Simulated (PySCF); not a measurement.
[SnF3]- (charge -1).
SMILES: `[Sn-]([F])([F])[F]`

Theory: PySCF 2.14.0, PBE0-D3(BJ)/def2-SVP geometry optimisation, gas phase, def2 core potentials past Kr.

Masses are those of the commonest isotopes; rigid-rotor values at the optimised geometry. 

Problem. Give the principal moments of inertia and the rotational constants in GHz.

Solution. Ia = 125.47, Ib = 125.58, Ic = 165.49 u·Å²; 505379 MHz·u·Å²/I gives 4028, 4025 and 3054 MHz, that is A = 4.0278, B = 4.0245, C = 3.0539 GHz.

Problem. What kind of rotor is it?

Solution. An oblate symmetric top, as the point group C3v requires two equal moments; the computed ones differ by 0.08 % because the geometry is symmetric only within the optimiser's tolerance. Ray's parameter κ = (2B − A − C)/(A − C) = 0.993; −1 is the prolate and +1 the oblate limit.

Problem. Is it planar, by Δ = Ic − Ia − Ib?

Solution. Not planar: Δ = Ic − Ia − Ib = -85.56 u·Å². For a rigid frame Δ = −2 Σ m c², so Σ m c² = 42.78 u·Å² lies off the ab plane. The atom farthest from that plane is 0.71 Å away.

Problem. Give the other two planar moments, Paa and Pbb, and the rms extents of the mass along the axes.

Solution. Paa = Σ m a² = (Ib + Ic − Ia)/2 = 82.79 and Pbb = Σ m b² = (Ia + Ic − Ib)/2 = 82.69 u·Å². With the mass M = 176.90 u, the rms extents √(P/M) along a, b and c are 0.68, 0.68, 0.49 Å.

Problem. Where do the R-branch lines fall?

Solution. The dipole of 3.21 D (about the centre of mass, as the species is charged) lies along the symmetry axis, so ΔK = 0 and J+1 ← J falls at 2B(J+1) for every K: 8.05 GHz, 16.10 GHz, 24.16 GHz, 32.21 GHz, 40.26 GHz for J = 0 to 4.

Whether it is a minimum is left open (no frequencies). The geometry's basis has no diffuse functions, a weakness for an anion. Zero-point vibration and centrifugal distortion are left out.
